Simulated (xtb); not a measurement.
disilazane (H7NSi2), SMILES [SiH3]N[SiH3]. All values are semi-empirical tight-binding results from xtb (GFN2-xTB unless named), good for trends rather than for accurate numbers. Geometry optimised at GFN2-xTB.

```
Item                                           Result
--------------------------------------  -------------
point group as xtb finds it                        Cs
orbital gap                                   5.05 eV
dipole moment                                  0.57 D
zero-point energy                       39.4 kcal/mol
G − E(el) at 298.15 K (modified RRHO)   20.9 kcal/mol
static polarisability (D4 model)           71.0 bohr³
solvation energy, GFN2-xTB/ALPB(water)   0.7 kcal/mol
solvation energy, GFN2-xTB/ALPB(ether)  -2.6 kcal/mol
```
